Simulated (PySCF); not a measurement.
Cl2GeH4Si, SMILES [SiH](Cl)(Cl)[GeH3]. Heavy atoms are numbered as in [SiH:1]([Cl:2])([Cl:3])[GeH3:4]. Hydrogens are named by the atom that carries them.

Geometry optimised at ωB97X-D3(BJ)/def2-SVP. This is a generated structure with no PubChem entry under its InChIKey; it may be hypothetical.

Level of theory: PBE/pcSseg-1 (PySCF).

GIAO shieldings, no solvent; atoms alike by connectivity are averaged. δ = σ(ref) − σ: ²⁹Si against TMS (σ = 335.4 ppm); ³⁵Cl against HCl (σ = 936.5 ppm); ⁷³Ge against GeH4 (σ = 1614.4 ppm); ¹H against TMS (σ = 31.49 ppm), references at their B3LYP-D3(BJ)/def2-TZVP geometries, non-relativistic (without spin–orbit terms, shifts of atoms bonded to Cl or Br come out too high).

```tsv
atoms	nucleus	count	δ (ppm)
Si1 (SiH)	²⁹Si	1	___
Cl2	³⁵Cl	2	89.8
Ge4 (GeH3)	⁷³Ge	1	14.0
H on Si1	¹H	1	6.82
H on Ge4	¹H	3	___
```

Question: Some entries are withheld; supply them. (An estimate is asked for; the answer gives what the named calculation found.)

Answer: 
- H on Ge4, δ (ppm): 3.98
- Si1 (SiH), δ (ppm): 38.2
